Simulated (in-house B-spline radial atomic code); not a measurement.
Co II (Co+) is squeezed into an impenetrable sphere of radius R (the orbitals vanish at R). No spin polarisation. Level of theory: non-relativistic Hartree-Fock, average of configuration, point nucleus; calculated with a radial B-spline atomic code at the basis-set limit.

Energies in eV above the free ion in [Ar] 3d8:

```tsv
R (bohr)	highest level (eV)	[Ar] 3d8	[Ne] 3s2 3p5 3d9	-dE/dV in [Ar] 3d8 (GPa)
8.92	-19.8	5.683e-05	62.72	0.000128
6.25	-19.8	0.01272	62.73	0.0551
4.68	-19.4	0.2656	62.98	1.99
4.25	-19	0.6039	63.33	5.5
3.4	-17.1	3.114	65.97	45.6
2.99	-14.9	7.084	70.22	140
2.41	-7.84	24.95	89.38	860
2.21	-3.06	40.34	105.7	1770
1.99	5.05	71.26	138.3	4170
1.49	49.1	315	388.3	39800
```

**Question.** Does [Ne] 3s2 3p5 3d9 fall below [Ar] 3d8 under compression?

**Answer.** No, it stays above over the whole range.

The highest level is first positive in the row R = 1.99 bohr, pushed up by confinement above the zero of the free ion's potential. Each configuration is held fixed and needn't be the lowest in the sphere.
